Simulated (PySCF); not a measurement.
SMILES C[N]C (C2H6N), doublet, B3LYP/def2-SVP optimised geometry.

```
9

C     -1.34    -0.61     0.00
N      0.10    -0.61     0.00
C      0.65     0.08     1.13
H     -1.75     0.43     0.00
H     -1.75    -1.09     0.91
H     -1.73    -1.14    -0.88
H      0.31    -0.38     2.09
H      0.31     1.14     1.18
H      1.75     0.06     1.11
```

Density from unrestricted B3LYP/def2-TZVP in PySCF at that geometry.

Minimum of the electron density along straight lines between bonded atoms, close to the bond critical point (lines longer than 1.1 times the sum of covalent radii, or with two minima, are not listed):

```
bond   length / Å  ρ at the minimum / e bohr⁻³  ∇²ρ there / e bohr⁻⁵  position (fraction from the first atom)
-----  ----------  ---------------------------  --------------------  ---------------------------------------
C1–N2       1.432                        0.289                 -0.79                                     0.41
N2–C3       1.432                        0.289                 -0.79                                     0.59
C1–H4       1.112                        0.266                 -0.88                                     0.64
C1–H5       1.112                        0.266                 -0.88                                     0.64
C1–H6       1.101                        0.278                 -0.97                                     0.64
C3–H7       1.112                        0.266                 -0.88                                     0.64
C3–H8       1.112                        0.266                 -0.88                                     0.64
C3–H9       1.101                        0.278                 -0.97                                     0.64
```
